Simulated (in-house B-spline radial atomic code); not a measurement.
## Xe6+: [Kr] 4d10 5s1 9f1 (an excited or competing configuration)

Level of theory: Dirac-Hartree-Fock, average of configuration, Fermi nucleus of rms radius 4.7859 fm; calculated with an all-electron radial atomic-structure program (B-spline basis).

Effective charges: Z_r = [3n² - l(l+1)]/(2<r>) from the radius, Z_e = n√(-2ε) from the energy, and Slater's rules. Values are occupation-weighted means over j. An effective charge above Z reflects the relativistic contraction of the inner shells.

```json
{"shell": "1s", "electrons": "2", "ε (eV)": "-34849", "<r> (bohr)": "0.02665", "Z_r": "56.28", "Z_e": "50.61", "Slater": "53.70"}
{"shell": "2s", "electrons": "2", "ε (eV)": "-5601.2", "<r> (bohr)": "0.114", "Z_r": "52.62", "Z_e": "40.58", "Slater": "49.85"}
{"shell": "2p", "electrons": "6", "ε (eV)": "-5036.2", "<r> (bohr)": "0.1001", "Z_r": "49.93", "Z_e": "38.48", "Slater": "49.85"}
{"shell": "3s", "electrons": "2", "ε (eV)": "-1261.3", "<r> (bohr)": "0.3046", "Z_r": "44.33", "Z_e": "28.88", "Slater": "42.75"}
{"shell": "3p", "electrons": "6", "ε (eV)": "-1073.3", "<r> (bohr)": "0.3027", "Z_r": "41.29", "Z_e": "26.65", "Slater": "42.75"}
{"shell": "3d", "electrons": "10", "ε (eV)": "-791.35", "<r> (bohr)": "0.2799", "Z_r": "37.52", "Z_e": "22.88", "Slater": "32.85"}
{"shell": "4s", "electrons": "2", "ε (eV)": "-318.4", "<r> (bohr)": "0.7163", "Z_r": "33.50", "Z_e": "19.35", "Slater": "26.25"}
{"shell": "4p", "electrons": "6", "ε (eV)": "-255.9", "<r> (bohr)": "0.7614", "Z_r": "30.21", "Z_e": "17.35", "Slater": "26.25"}
{"shell": "4d", "electrons": "10", "ε (eV)": "-161.06", "<r> (bohr)": "0.8569", "Z_r": "24.51", "Z_e": "13.76", "Slater": "14.85"}
{"shell": "5s", "electrons": "1", "ε (eV)": "-101.82", "<r> (bohr)": "1.626", "Z_r": "23.06", "Z_e": "13.68", "Slater": "10.70"}
{"shell": "9f", "electrons": "1", "ε (eV)": "-9.4113", "<r> (bohr)": "14.31", "Z_r": "8.07", "Z_e": "7.49", "Slater": "7.00"}
```

The least bound orbital is 9f7/2 at -9.409 eV, and it is also the most diffuse (<r> = 14.31 bohr).

Spin-orbit splittings of the orbital energies (j = l + 1/2 above j = l - 1/2 when positive): 2p 325.9 eV, 3p 63.55 eV, 3d 13.24 eV, 4p 12.87 eV, 4d 2.145 eV, 9f 0.00606 eV.

For the 1s electron the small component carries 3.96 % of the norm, the zero-frequency Breit interaction raises the level by 86.83 eV, self-energy by 49.96 eV, and vacuum polarisation lowers it by 7 eV.
